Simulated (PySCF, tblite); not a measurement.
A database entry of computed molecular properties. Lists by class give the value and the number of equivalent atoms.

```json
{
 "formula": "C2H7ClOSi3",
 "smiles": "Cl[SiH2][Si@@H]1C=C[SiH2]O1",
 "charge": 0,
 "multiplicity": 1,
 "geometry_level": "GFN2-xTB",
 "electronic_structure_code": "PySCF",
 "results": {
  "GFN2-xTB geometry": {
   "point_group": "C1",
   "rotational_constants_GHz": [3.395, 0.592, 0.547]
  },
  "B3LYP/def2-SVPD ground state and vertical TDDFT (core frozen in the response)": {
   "dipole_D": 2.06,
   "homo_eV": -7.62,
   "lumo_eV": -1.29,
   "S1_eV": 5.49,
   "strongest_line_of_8_singlets_eV": 5.68,
   "T1_tda_eV": 4.24,
   "polarisability_au": 114.7,
   "r2_bohr2_about_centre_of_nuclear_charge": 1987.6,
   "singlets_eV_and_f": [
    [5.49, 0.029],
    [5.68, 0.07],
    [5.97, 0.025],
    [6.2, 0.001],
    [6.39, 0.013],
    [6.43, 0.014],
    [6.53, 0.009],
    [6.64, 0.003]
   ],
   "triplets_tda_eV": [4.24, 5.06, 5.27]
  },
  "PBE0/pcSseg-1 ground state and GIAO shieldings, non-relativistic": {
   "shift_vs_computed_TMS_C_by_class_ppm": [
    [160.9, 1],
    [158.4, 1]
   ],
   "shift_vs_computed_TMS_H_by_class_ppm": [
    [7.75, 1],
    [7.54, 1],
    [5.76, 1],
    [5.4, 1],
    [5.39, 1],
    [5.32, 1],
    [5.21, 1]
   ],
   "shielding_other_nuclei_by_class_ppm": [
    ["O", 321.7, 1],
    ["Si", 349.8, 1],
    ["Si", 355.8, 1],
    ["Si", 390.7, 1],
    ["Cl", 1077.3, 1]
   ]
  },
  "GFN2-xTB harmonic vibrations, gas phase": {
   "strongest_ir_bands_cm-1_km_per_mol_modes": [
    [636.7, 622.3, 1],
    [686.0, 329.4, 1],
    [769.9, 295.3, 1],
    [910.3, 324.6, 1],
    [2184.5, 482.7, 1],
    [2286.3, 462.9, 1]
   ],
   "zpe_kcal_per_mol": 49.6
  }
 }
}
```

With B = h/(8π²I), that is 505.379 GHz u Å² over I, the principal moments of inertia are 148.9, 854.3 and 924.4 u Å² (most abundant isotopes); the inertial defect Ic − Ia − Ib is -78.8 u Å² (zero for a rigid planar frame, negative otherwise). In wavenumbers S1 is 44300 cm⁻¹ (1 eV = 8065.54 cm⁻¹). The zero-point energy, half the sum of the 36 harmonic wavenumbers, equals 17360 cm⁻¹ or 208 kJ/mol.

Conformer computed: `[Cl:1][SiH2:2][Si@@H:3]1[CH:4]=[CH:5][SiH2:6][O:7]1`: Cl1–Si2–Si3–C4 -88°.

One conformer stands for the species.
